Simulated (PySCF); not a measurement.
B(H)(OAc)(OH) (C₂H₅BO₃), SMILES CC(=O)OBO. Geometry optimised at PBE-D3(BJ)/def2-SVP. The structure was generated by enumeration, and PubChem lists no compound with its InChIKey, so it may never have been made. One conformer was computed; it need not be the lowest.

Task: Give the equilibrium geometry at PBE-D3(BJ)/def2-SVP (PySCF confirms it by a frequency run) as bond lengths and angles. (Estimate from the structure and the level; the computed values follow.)

Result: One answer among several that fit: 
Atoms: B1 H2 O3 C4 C5 O6 H7 H8 H9 O10 H11. Bonds (Å): B1–H2 1.208, B1–O3 1.397, B1–O10 1.356, O3–C4 1.385, C4–C5 1.508, C4–O6 1.207, C5–H7 1.103, C5–H8 1.108, C5–H9 1.109, O10–H11 0.977. Bond angles (°): H2–B1–O3 122.8, H2–B1–O10 119.4, O3–B1–O10 117.7, B1–O3–C4 122.8, O3–C4–C5 110.6, O3–C4–O6 123.2, C5–C4–O6 126.2, C4–C5–H7 110.0, C4–C5–H8 109.9, C4–C5–H9 109.8, H7–C5–H8 110.2, H7–C5–H9 110.2, H8–C5–H9 106.7, B1–O10–H11 111.6.
